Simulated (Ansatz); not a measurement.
A single point on CH₃F₃OSi (`FC(F)(F)O[SiH3]`).

```yaml
crystal:
  periodic: [false, false, false]
  atoms:
    - {symbol: F, position_ang: [0.409799, -0.117444, -2.049067]}
    - {symbol: C, position_ang: [0.966010, -0.344851, -0.853955]}
    - {symbol: F, position_ang: [0.679460, -1.617501, -0.527818]}
    - {symbol: F, position_ang: [2.281206, -0.246667, -0.993225]}
    - {symbol: O, position_ang: [0.537994, 0.514781, 0.063417]}
    - {symbol: Si, position_ang: [-0.909353, 0.439752, 0.910178]}
    - {symbol: H, position_ang: [-0.822484, -0.610098, 1.949285]}
    - {symbol: H, position_ang: [-2.018070, 0.154416, -0.028938]}
    - {symbol: H, position_ang: [-1.036164, 1.781412, 1.513022]}
basis:
  gaussian: {orbitals: def2-TZVPP}
hamiltonian: {xc: pbe}
correlation: {method: rpa}
```

```sh
$ ansatz run in.yaml --threads 4 --pin off --events-out ev --progress --plain
```

Output, abridged:

```
Functional definition: PBE
1511 factors; integrals over basis functions are off by at most 8.0e-4 eV
mean field evaluation 1: about -19146.6298 eV, gradient 6.4e1 eV
mean field evaluation 2: about -19146.6194 eV, gradient 6.4e1 eV
mean field evaluation 4: about -19151.8945 eV, gradient 1.7e1 eV
mean field evaluation 8: about -19152.3966 eV, gradient 4.6e-1 eV
mean field evaluation 16: about -19152.3963 eV, gradient 3.0e-4 eV
mean field -19152.39631434 eV, -703.8375825916 hartree, gradient 6.8e-6 eV, S^2 0.000000; 0 other end points of the search recorded, 0 dependent functions left out
10 core orbitals not correlated: weight in the atoms' cores, before any rotation towards them, 1.000 or more for the frozen orbitals, at most 0.000 for the correlated occupied ones
reference -19099.68419028 eV, -701.9004477618 hartree; 19, 19 occupied and 210, 210 virtual orbitals, 1511 factors
Total energy: -19152.33279001 eV, -703.8352481156 hartree
```

Hardware: 4 threads of a server CPU on a shared host. Wall time 4.8 s, peak host memory 0.55 GiB.
